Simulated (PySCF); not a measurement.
Computed IR spectrum (relative IR intensity) of a molecule CH2ClFO2Si. Coordinates come from a PBE-D3(BJ)/def2-SVP optimisation. The values are those of a single conformer. Level of theory: PBE-D3(BJ)/def2-SVP run with PySCF. Frequencies are harmonic and unscaled.

Lines under 2 % of the strongest are left out, and lines within 2 cm⁻¹ are merged.

ν (cm⁻¹): 226 (vw), 293 (w), 324 (w), 553 (w), 702 (w), 742 (w), 803 (w), 815 (s), 923 (m), 1144 (vs), 1798 (s), 2283 (m), 2963 (w) (against the strongest line: vs over 80 %, s over 45 %, m over 15 %, w over 4 %, vw less)

Which structure fits?
(A) O=CO[Si@@H](F)Cl
(B) O=C(O)[Si@H](F)Cl
(C) F[Si]1(Cl)OCO1
(D) O=C[Si@](O)(F)Cl

A, O=CO[Si@@H](F)Cl
